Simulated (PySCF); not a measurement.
**Partial charges of `C=Nc1c[n-]c(F)c1`**

Species: C5H4FN2 (charge -1).
Cartesian coordinates in Å at the GFN2-xTB level; atoms count from 1:
```xyz
12
C5H4FN2 angstrom
C      2.3299   -0.3480    0.0855
N      1.4814    0.5736   -0.1262
C      0.1352    0.3835   -0.0884
C     -0.7916    1.4117   -0.3205
N     -2.0556    0.9869   -0.2311
C     -1.9400   -0.3230    0.0613
F     -3.0744   -1.0826    0.2270
C     -0.6563   -0.7788    0.1678
H      2.1002   -1.3942    0.3202
H      3.3832   -0.0932    0.0323
H     -0.5771    2.4430   -0.5476
H     -0.3337   -1.7797    0.3938
```

Density: PBE0/pcSseg-1 (PySCF); schemes: Mulliken, IAO, Hirshfeld and ESP-fitted. Isolated species at its GFN2-xTB geometry (one conformer only). The pcSseg-1 basis has no diffuse functions, a weakness for an anion.

Q: Give the atomic charges in each scheme.

A: In e:

| atom | environment | Mulliken | IAO | Hirshfeld | ESP-fitted |
| --- | --- | --- | --- | --- | --- |
| C1 | imine carbon | -0.089 | -0.244 | -0.105 | +0.034 |
| N2 | imine nitrogen | -0.415 | -0.242 | -0.174 | -0.586 |
| C3 | aromatic carbon bearing nitrogen | -0.061 | -0.028 | -0.058 | +0.394 |
| C4 | aromatic CH next to a ring nitrogen | +0.088 | -0.106 | -0.087 | -0.102 |
| N5 | two-coordinate ring nitrogen | -0.485 | -0.427 | -0.299 | -0.626 |
| C6 | aromatic C–F carbon | +0.385 | +0.310 | +0.041 | +0.513 |
| F7 | aryl fluorine | -0.339 | -0.322 | -0.161 | -0.283 |
| C8 | aromatic CH carbon | -0.240 | -0.369 | -0.185 | -0.685 |
| H9 | hydrogen on a C=N carbon | +0.044 | +0.077 | +0.006 | +0.016 |
| H10 | hydrogen on a C=N carbon | +0.055 | +0.108 | +0.003 | +0.026 |
| H11 | aromatic hydrogen | +0.027 | +0.119 | +0.010 | +0.092 |
| H12 | aromatic hydrogen | +0.031 | +0.123 | +0.009 | +0.206 |

Mean size of the charges over all atoms: ESP-fitted 0.297 e, IAO 0.206 e, Mulliken 0.188 e, Hirshfeld 0.095 e. Each set sums to the total charge, -1, to within 0.001 e. The ESP scheme fits charges at the nuclei, held to the total charge, to the electrostatic potential on points at 1.4 to 2.0 times the van der Waals radii.

Lowest charge. The schemes don't all agree: Mulliken N5 (-0.485); IAO N5 (-0.427); Hirshfeld N5 (-0.299); ESP-fitted C8 (-0.685).

Highest charge. All schemes agree: Mulliken C6 (+0.385); IAO C6 (+0.310); Hirshfeld C6 (+0.041); ESP-fitted C6 (+0.513).

Q: How many electrons does the Mulliken scheme count on C8?

A: Z − q = 6 − (-0.240) = 6.240.

Q: How closely do the schemes follow one another over all atoms?

A: Correlation coefficient and root-mean-square difference: IAO with Hirshfeld 0.95, 0.134 e; Mulliken with Hirshfeld 0.90, 0.153 e; Mulliken with IAO 0.89, 0.108 e; Hirshfeld with ESP-fitted 0.85, 0.294 e; IAO with ESP-fitted 0.85, 0.219 e; Mulliken with ESP-fitted 0.84, 0.216 e.

Q: Sum the charges by element, for elements with more than one atom.

A: 
```
element  atoms  Mulliken     IAO  Hirshfeld  ESP-fitted
      C      5    +0.082  -0.437     -0.394      +0.155
      N      2    -0.899  -0.668     -0.473      -1.212
      H      4    +0.156  +0.427     +0.028      +0.340
```
